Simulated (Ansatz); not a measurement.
The first iterations of a band of Cl2FH3OW (8 atoms, charge 0, multiplicity 1).

Computed with Ansatz, RKS B3LYP-D4/def2-SVP.

```json
{
 "movable images": "7",
 "climbing image": "yes",
 "spring": "5.0 eV/Å²",
 "optimiser": "quadratic models (default)",
 "start path": "through a guess of the saddle point",
 "force threshold": "0.05 eV/Å",
 "iteration limit": "52",
 "end points": "relaxed"
}
```

First end point:

```xyz
8
Properties=species:S:1:pos:R:3
W -0.053 0.272 0.119
Cl 0.359 0.073 2.367
H 1.545 -0.205 -0.036
F 0.794 1.988 0.215
Cl -2.197 -0.637 0.273
H 0.249 -1.381 0.053
O -0.056 0.356 -1.722
H 0.440 0.458 -2.546
```

Last end point:

```xyz
8
Properties=species:S:1:pos:R:3
W -0.214 0.997 -0.490
Cl 0.965 -2.114 1.578
H 0.666 -0.893 1.231
F -0.117 2.715 0.191
Cl -2.115 0.254 0.541
H 1.353 0.800 0.104
O 0.120 -0.235 -1.796
H 0.421 -0.601 -2.635
```

| iteration | highest image above the first end (eV) | largest band force component (eV/Å) |
| --- | --- | --- |
| 1 | 8.833 | 20.177 |
| 2 | 3.150 | 2.645 |
| 3 | 2.246 | 1.946 |
| 4 | 2.099 | 1.901 |
| 5 | 1.946 | 1.940 |
| 6 | 1.835 | 1.594 |
| 7 | 1.908 | 1.801 |
| 8 | 1.904 | 3.424 |
| 9 | 1.820 | 1.275 |
| 10 | 1.796 | 3.067 |
| 11 | 1.825 | 1.608 |
| 12 | 1.858 | 3.105 |
| 13 | 1.658 | 1.873 |
| 14 | 1.593 | 0.827 |
| 15 | 1.760 | 1.122 |
| 16 | 1.720 | 1.404 |
| 17 | 1.685 | 0.412 |

Problem. Does the band converge within its limit, and where does its top end?

Solution. It did not converge within its limit. It ended after 52 iterations with the highest image 1.541 eV above the first end. The band didn't meet its force threshold, so its energies are provisional: the largest band force was still 0.10 eV/Å, and over the last iterations the top stayed at 1.55 eV. Neighbouring images lie up to 1.8 Å apart, so the band is torn or far too coarse. The orbitals stay closed-shell, which can raise the energy where a bond breaks towards radicals; this wasn't checked here.

Run time: 25 min on 2 threads of Arm Neoverse V1, on a shared host, peak memory 0.29 GiB.
